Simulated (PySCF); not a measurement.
Unknowns

- GFN2-xTB geometry
- shielding tensors at PBE0/pcSseg-1 (GIAO)
- B3LYP/pcJ-1 coupling constants (spin–dipole term left out of most H,H and C,H couplings)
- program: PySCF
- no solvent model, non-relativistic, one conformer, fast rotation and ring inversion assumed for equivalent nuclei

Scale: $^{1}$H and $^{13}$C vs TMS (reference shieldings calculated alike). Multiplet labels drop J under 1 Hz and among equivalent protons, and merge close values. Unscaled 3J(H,H) run several per cent high. Where no couplings were computed, multiplicities follow the n + 1 count of equivalent neighbours, and m marks all less simple cases (inequivalent or close neighbours, rings, F or P nearby). Vicinal couplings that depend on rotamer populations or ring flexing (ring, CH–CH, X–H and H–F types) are those of the one conformer. One-bond C–F couplings are unscaled and too large by tens of Hz. Shifts are as computed. Against solution values, carbons near 30 ppm lie about +3 ppm off and those near 130 ppm about +5 ppm. Of 1211 compounds with measured shifts, 218 miss one by over three times the rms of a fit or turn the order of signals round; such compounds aren't used in these exercises.

Task: C4H7FN2. $^{1}$H NMR (500 MHz, computed): δ 6.44 (dt, J = 2.7, 1.4 Hz, 1H), 6.08 (m, 1H), 3.74 (m, 1H), 3.14 (d, J = 3.2 Hz, 3H), 2.96 (ddd, J = 54.6, 13.6, 7.3 Hz, 1H). $^{13}$C{$^{1}$H} NMR (computed): δ 132.6 (CH, d, J = 18.6 Hz), 99.9 (CH, d, J = 239.9 Hz), 60.8 (CH2, d, J = 14.5 Hz), 41.9 (CH3). Give a structure.

Result: `CN1C[C@H](F)C=N1`. Rings plus π bonds: 2 (1 ring in the answer). 4 carbon signals for 4 carbons: no two carbons are equivalent. Carbon types of the structure: 2 × CH, 1 × CH2, 1 × CH3, which accounts for all hydrogens. δC 132.6: C=N carbon. δC 99.9: sp3 CH bonded to F; deshielded by the electronegative neighbour. δC 60.8: sp3 CH2 bonded to N; deshielded by the electronegative neighbour. δH 3.14: hydrogen on a methyl carbon bonded to N; its carbon carries N, which withdraws density.

This is the structure that produced the data.

Task: C3H5N3Si. $^{1}$H NMR (400 MHz, computed): δ 9.17 (d, 1H), 7.59 (d, 1H), 4.68 (s, 3H). $^{13}$C{$^{1}$H} NMR (computed): δ 167.1 (C), 152.1 (CH), 130.4 (CH). Give a structure.

Result: `[SiH3]c1ccnnn1`. Rings plus π bonds: 4 (1 ring in the answer). 3 carbon signals for 3 carbons: no two carbons are equivalent. Carbon types of the structure: 1 × C, 2 × CH, leaving 3 H on heteroatoms. δC 167.1: substituted aromatic carbon next to a ring nitrogen. δC 152.1: aromatic CH next to a ring nitrogen; the adjacent pyridine-type nitrogen withdraws density from it. δC 130.4: aromatic CH; the aromatic region. δH 9.17: hydrogen on an aromatic CH next to a ring nitrogen; ring current plus the neighbouring ring nitrogen.

The data come from this structure; uniqueness wasn't tested.
